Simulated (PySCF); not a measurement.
Computed shifts of a molecule C₄H₈OSi, HF/pcSseg-1 run with PySCF, GIAO, gas phase, equivalent atoms averaged, in ppm (number of nuclei): ¹³C: 206.3 (1), 37.8 (2), -0.6 (1). ²⁹Si: -35.1 (1). ¹H: 4.37 (1), 2.44 (4), 0.83 (3). References: ¹³C against TMS (σ = 192.6 ppm); ²⁹Si against TMS (σ = 393.8 ppm); ¹⁷O against H2O (σ = 333.0 ppm); ¹H against TMS (σ = 31.99 ppm), references at their B3LYP-D3(BJ)/def2-TZVP geometries, non-relativistic. Geometry optimised at B3LYP-D3(BJ)/def2-SVP. The values are those of a single conformer.

**Question.** Pick the molecule that these values belong to.
(A) O=CC1([SiH3])CC1
(B) C[SiH]1CC(=O)C1
(C) C1=C[SiH2]CCO1
(D) C=C[Si@@H]1CCO1

**Answer.** B, C[SiH]1CC(=O)C1
